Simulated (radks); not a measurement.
Task: Numerical settings for neutral chromium, [Ar] 3d5 4s1. Calculated with a radial shooting solver on a logarithmic mesh with Libxc functionals: scalar-relativistic Kohn-Sham, PBE, spin-unpolarised, spherical densities, finite nucleus; Fermi nuclear charge, rms radius 3.6452 fm. The defaults (mesh step 0.008 in ln r, mesh end at 40 bohr or more with all orbitals vanishing there, Anderson mixing 0.5 over 9 steps, residual threshold near 1e-9 with the energy settled to 1e-9 hartree or 1e-11 of itself, here a cap of 83 iterations) give E = -1050.5252 hartree and 3d at -2.913 eV in 17 iterations. Run on one thread of a shared host, so times are rough (Intel(R) Xeon(R) Platinum 8488C): 0.09 s of CPU time, 0.09 s wall, 17 iterations on 2381 mesh points. One setting is changed at a time: mesh step in ln r 0.005; mesh step in ln r 0.02; mesh step in ln r 0.012; mesh end (bohr) 8; mesh end (bohr) 1; residual threshold 1e-05; residual threshold 0.01; mixing 1.5; linear mixing, mixing 0.8; linear mixing, mixing 0.2; mixing history 3; iteration cap 8. Which runs fail to converge, and which converge to a wrong energy?

Result: Not converged within the cap: linear mixing, mixing 0.8; linear mixing, mixing 0.2; iteration cap 8. Settled on a wrong energy, with an occupied level pushed above zero by the early mesh end: mesh end (bohr) 1 (+107 hartree). Apart from these: settings that end as converged yet miss the energy by more than 1 mhartree: mesh end (bohr) 8 (+0.00538 hartree).
